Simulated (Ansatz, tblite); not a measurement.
Cost and result up the ladder for cyclo-(F2GeSe)2 (Ge2Se2F4) (8 atoms). The state is a singlet with charge 0. Geometry: r2SCAN-D4/def2-SVP.

Cartesian coordinates in Å:
```
Ge -0.115 -0.870 1.182
F -1.358 -1.995 1.587
F 0.963 -1.024 2.520
Se 0.905 -1.320 -0.884
Ge 0.114 0.870 -1.182
F 1.360 1.994 -1.582
F -0.960 1.028 -2.523
Se -0.909 1.318 0.882
```

Ansatz on 4 threads of Arm Neoverse V2 on a shared host; xTB runs through tblite on one thread. Times are rough, summed over both states, and most runs start from the orbitals of an earlier one. PBE0-D4/def2-SVP serves as the yardstick here, not as an exact answer. The other state is a doublet.

The xTB rows come from tblite.

Raw xTB energies of ions are shifted by several eV.

```json
{"level": "GFN2-xTB", "functions": "52", "wall time": "0.014 s", "vertical IE (eV)": "14.42", "difference from PBE0-D4/def2-SVP (eV)": "4.18"}
{"level": "GFN1-xTB", "functions": "52", "wall time": "0.018 s", "vertical IE (eV)": "14.88", "difference from PBE0-D4/def2-SVP (eV)": "4.64"}
{"level": "PBE-D4/def2-SVP", "functions": "184", "wall time": "8 s", "vertical IE (eV)": "9.76", "difference from PBE0-D4/def2-SVP (eV)": "-0.49"}
{"level": "PBE0-D4/def2-SVP", "functions": "184", "wall time": "17 s", "vertical IE (eV)": "10.24", "difference from PBE0-D4/def2-SVP (eV)": "0.00"}
```
